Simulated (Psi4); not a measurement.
formic acid (CH2O2), singlet, at a GFN2-xTB geometry; WB97M-V/def2-SVP in Psi4.

The Psi4 input:
```
memory 2 GB

molecule mol {
0 1
  O    -1.016135   -0.435064    0.000080
  C    -0.001727    0.412940   -0.007311
  O     1.152871    0.114081    0.006617
  H    -0.699045   -1.354439    0.018703
  H    -0.384483    1.444668   -0.028412
}

set basis def2-svp
set reference rks

energy('wb97m-v')
print_variables()
```

**Question.** What does Psi4 print? Leave out banner, timings and long lists.

**Answer.** 
```
   => Loading Basis Set <=

    Name: DEF2-SVP
    Role: ORBITAL
    Keyword: BASIS

         ---------------------------------------------------------
                                   SCF
               by Justin Turney, Rob Parrish, Andy Simmonett
                          and Daniel G. A. Smith
                              RKS Reference
         ---------------------------------------------------------

  ==> Geometry <==

    Molecular point group: c1
    Full point group: C1

    Geometry (in Angstrom), charge = 0, multiplicity = 1:

       Center              X                  Y                   Z               Mass
    ------------   -----------------  -----------------  -----------------  -----------------
         O           -1.039487653209    -0.433153778960    -0.000128691880    15.994914619570
         C           -0.025079653209     0.414850221040    -0.007519691880    12.000000000000
         O            1.129518346791     0.115991221040     0.006408308120    15.994914619570
         H           -0.722397653209    -1.352528778960     0.018494308120     1.007825032230
         H           -0.407835653209     1.446578221040    -0.028620691880     1.007825032230

  Running in c1 symmetry.

  Rotational constants: A =      2.64232  B =      0.40870  C =      0.35395 [cm^-1]
  Rotational constants: A =  79214.72419  B =  12252.40273  C =  10611.14234 [MHz]
  Nuclear repulsion =   70.746940782672340

  Charge       = 0
  Multiplicity = 1
  Electrons    = 24
  Nalpha       = 12
  Nbeta        = 12

  ==> Algorithm <==

  SCF Algorithm Type is DF.
  DIIS enabled.
  MOM disabled.
  Fractional occupation disabled.
  Guess Type is SAD.
  Energy threshold   = 1.00e-06
  Density threshold  = 1.00e-06
  Integral threshold = 1.00e-12

  ==> Primary Basis <==

  Basis Set: DEF2-SVP
    Blend: DEF2-SVP
    Number of shells: 24
    Number of basis functions: 52
    Number of Cartesian functions: 55
    Spherical Harmonics?: true
    Max angular momentum: 2

  ==> DFT Potential <==

   => LibXC <=

    Version 7.1.2
    S. Lehtola, C. Steigemann, M. J. T. Oliveira, and M. A. L. Marques,  SoftwareX 7, 1–5 (2018) (10.1016/j.softx.2017.11.002)

   => Composite Functional: WB97M-V <=

    wB97M-V Hyb-GGA Exchange-Correlation Functional

    N. Mardirossian and M. Head-Gordon,  J. Chem. Phys. 144, 214110 (2016) (10.1063/1.4952647)

    Deriv               =              1
    GGA                 =           TRUE
    Meta                =           TRUE

    Exchange Hybrid     =           TRUE
    MP2 Hybrid          =          FALSE

   => Exchange-Correlation Functionals <=

    1.0000   wB97M-V exchange-correlation functional

   => Exact (HF) Exchange <=

    0.8500            HF,LR [omega = 0.3000]
    0.1500               HF

   => LibXC Density Thresholds  <==

    XC_HYB_MGGA_XC_WB97M_V:  1.00E-13

   => VV10 Non-Local Parameters <=

    VV10 B              =     6.0000E+00
    VV10 C              =     1.0000E-02

   => Molecular Quadrature <=

    Radial Scheme          =       TREUTLER
    Pruning Scheme         =           NONE
    Nuclear Scheme         =       TREUTLER

    Blocking Scheme        =         OCTREE
    BS radius alpha        =              1
    Pruning alpha          =              1
    Radial Points          =             75
    Spherical Points       =            302
    Total Points           =         108502
    Total Blocks           =            882
    Max Points             =            256
    Max Functions          =             52
    Weights Tolerance      =       1.00E-15

   => Loading Basis Set <=

    Name: (DEF2-SVP AUX)
    Role: JKFIT
    Keyword: DF_BASIS_SCF

  ==> Integral Setup <==

  SCF_SUBTYPE=INCORE selected. In-core MEM_DF algorithm will be used.
  Using in-core AOs.

  ==> MemDFJK: Density-Fitted J/K Matrices <==

    J tasked:                   Yes
    K tasked:                   Yes
    wK tasked:                  Yes
    Omega:                3.000E-01
    Algorithm:                 Core
    Schwarz Cutoff:           1E-12
    Mask sparsity (%):       0.0740
    Fitting Condition:        1E-10

   => Auxiliary Basis Set <=

  Basis Set: (DEF2-SVP AUX)
    Blend: DEF2-UNIVERSAL-JKFIT
    Number of shells: 87
    Number of basis functions: 265
    Number of Cartesian functions: 315
    Spherical Harmonics?: true
    Max angular momentum: 4

  Minimum eigenvalue in the overlap matrix is 1.3998632321E-02.
  Reciprocal condition number of the overlap matrix is 3.1790554940E-03.
    Using symmetric orthogonalization.

  ==> Pre-Iterations <==

  SCF Guess: Superposition of Atomic Densities via on-the-fly atomic UHF (no occupation information).

   -------------------------
    Irrep   Nso     Nmo
   -------------------------
     A         52      52
   -------------------------
    Total      52      52
   -------------------------

  ==> Iterations <==

                           Total Energy        Delta E     RMS |[F,P]|

   @DF-RKS iter SAD:  -189.02766136670976   -1.89028e+02   0.00000e+00
   @DF-RKS iter   1:  -189.42886028689736   -4.01199e-01   1.10063e-02 ADIIS/DIIS
   @DF-RKS iter   2:  -189.41531964840325    1.35406e-02   1.22510e-02 ADIIS/DIIS
   @DF-RKS iter   3:  -189.55463778817349   -1.39318e-01   1.46529e-03 ADIIS/DIIS
   @DF-RKS iter   4:  -189.55659973504257   -1.96195e-03   5.82189e-04 ADIIS/DIIS
   @DF-RKS iter   5:  -189.55693271910999   -3.32984e-04   1.25018e-04 ADIIS/DIIS
   @DF-RKS iter   6:  -189.55695495981027   -2.22407e-05   2.77659e-05 DIIS
   @DF-RKS iter   7:  -189.55695665314857   -1.69334e-06   7.49131e-06 DIIS
   @DF-RKS iter   8:  -189.55695689916610   -2.46018e-07   1.86414e-06 DIIS
   @DF-RKS iter   9:  -189.55695691227660   -1.31105e-08   3.42142e-07 DIIS
  Energy and wave function converged.

  ==> Post-Iterations <==

   Electrons on quadrature grid:
      Ntotal   =   23.9999939846 ; deviation = -6.015e-06

    Orbital Energies [Eh]
    ---------------------

    Doubly Occupied:

       1A    -19.397770     2A    -19.338567     3A    -10.494933
       4A     -1.237220     5A     -1.144648     6A     -0.782777
       7A     -0.634992     8A     -0.595080     9A     -0.568340
      10A     -0.506690    11A     -0.433922    12A     -0.393170

    Virtual:

      13A      0.102812    14A      0.124064    15A      0.177419
      16A      0.308914    17A      0.356153    18A      0.542772
      19A      0.545496    20A      0.627463    21A      0.691178
      22A      0.702464    23A      0.776050    24A      0.985610
      25A      1.044263    26A      1.053851    27A      1.126207
      28A      1.189106    29A      1.230902    30A      1.393196
      31A      1.430441    32A      1.449631    33A      1.481489
      34A      1.723978    35A      1.736442    36A      1.742600
      37A      1.871333    38A      2.076200    39A      2.088360
      40A      2.232225    41A      2.511661    42A      2.649514
      43A      2.742532    44A      2.848106    45A      2.982242
      46A      3.017606    47A      3.205952    48A      3.302514
      49A      3.330123    50A      3.627762    51A      3.761392
      52A      3.857766

    Final Occupation by Irrep:
              A
    DOCC [    12 ]
    NA   [    12 ]
    NB   [    12 ]

  @DF-RKS Final Energy:  -189.55695691227660

   => Energetics <=

    Nuclear Repulsion Energy =             70.7469407826723398
    One-Electron Energy =                -399.0657508056682445
    Two-Electron Energy =                 155.4405248648323266
    DFT Exchange-Correlation Energy =     -16.7772166043704125
    Empirical Dispersion Energy =           0.0000000000000000
    VV10 Nonlocal Energy =                  0.0985448502573601
    Total Energy =                       -189.5569569122766040

Computation Completed

Properties will be evaluated at   0.000000,   0.000000,   0.000000 [a0]

Properties computed using the SCF density matrix

 Multipole Moments:

 ------------------------------------------------------------------------------------
     Multipole            Electronic (a.u.)      Nuclear  (a.u.)        Total (a.u.)
 ------------------------------------------------------------------------------------

 L = 1.  Multiply by 2.5417464519 to convert [e a0] to [Debye]
 Dipole X            :          0.4604506           -1.0591266           -0.5986760
 Dipole Y            :         -0.3036120            0.0866445           -0.2169674
 Dipole Z            :          0.0088143           -0.0094630           -0.0006487
 Magnitude           :                                                    0.6367796

 ------------------------------------------------------------------------------------

  Variable Map:
  ----------------------------------------------------------------------------
  "CURRENT ENERGY"              =>    -189.556956912277
  "CURRENT REFERENCE ENERGY"    =>    -189.556956912277
  "DD SOLVATION ENERGY"         =>       0.000000000000
  "DFT FUNCTIONAL TOTAL ENERGY" =>    -189.556956912277
  "DFT TOTAL ENERGY"            =>    -189.556956912277
  "DFT VV10 ENERGY"             =>       0.098544850257
  "DFT XC ENERGY"               =>     -16.777216604370
  "GRID ELECTRONS ALPHA"        =>      11.999996992304
  "GRID ELECTRONS BETA"         =>      11.999996992304
  "GRID ELECTRONS TOTAL"        =>      23.999993984608
  "NUCLEAR REPULSION ENERGY"    =>      70.746940782672
  "ONE-ELECTRON ENERGY"         =>    -399.065750805668
  "PCM POLARIZATION ENERGY"     =>       0.000000000000
  "PE ENERGY"                   =>       0.000000000000
  "SCF ITERATION ENERGY"        =>    -189.556956912277
  "SCF ITERATIONS"              =>       9.000000000000
  "SCF TOTAL ENERGY"            =>    -189.556956912277
  "TWO-ELECTRON ENERGY"         =>     155.440524864832
  "XC GRID RADIAL POINTS"       =>      75.000000000000
  "XC GRID SPHERICAL POINTS"    =>     302.000000000000
  "XC GRID TOTAL POINTS"        =>  108502.000000000000

  Array Variable Map:
  ----------------------------------------------------------------------------
  "CURRENT DIPOLE"              =>      -0.598676029474 ... -0.000648698597 1 by 3
  "SCF DIPOLE"                  =>      -0.598676029474 ... -0.000648698597 1 by 3
  "SCF TOTAL ENERGIES"          =>    -189.027661366710 ... -189.556956912277 1 by 10
```
